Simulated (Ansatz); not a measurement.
`[SiH3][SiH]1BN1`, relaxed with RKS PBE0-D4/def2-TZVP in Ansatz from a PBE-D4/def2-SVP geometry. The force threshold is 0.005 eV/Å; the program also tests the step.

Charge 0, multiplicity 1.

Start:

```xyz
10

Si   -1.534   -0.043   -1.042
Si    0.134    0.727    0.416
B     2.016    0.153    0.370
N     1.142   -0.601    1.125
H    -2.680   -0.691   -0.305
H    -2.089    1.105   -1.848
H    -0.941   -1.056   -1.987
H    -0.401    1.675    1.462
H     3.190    0.163    0.086
H     1.162   -1.433    1.724
```

```tsv
step	energy (eV)	largest force (eV/Å)	largest move (Å)
1	-18011.0588	0.785	0.000
2	-18011.0982	0.546	0.026
3	-18011.1064	0.084	0.033
4	-18011.1079	0.084	0.037
5	-18011.1084	0.041	0.006
6	-18011.1086	0.020	0.016
7	-18011.1087	0.009	0.003
8	-18011.1087	0.006	0.004
9 (rejected)	-18011.1087	0.007	0.004
10	-18011.1087	0.003	0.002
```

End:

```xyz
10

Si   -1.529   -0.048   -1.039
Si    0.130    0.683    0.429
B     1.997    0.162    0.360
N     1.140   -0.589    1.125
H    -2.672   -0.677   -0.321
H    -2.055    1.105   -1.821
H    -0.953   -1.046   -1.980
H    -0.393    1.652    1.434
H     3.154    0.158    0.091
H     1.181   -1.400    1.722
```

It took 45 s on 2 threads of an Arm Neoverse V1 on a shared host, with 0.39 GiB of host memory at the peak.
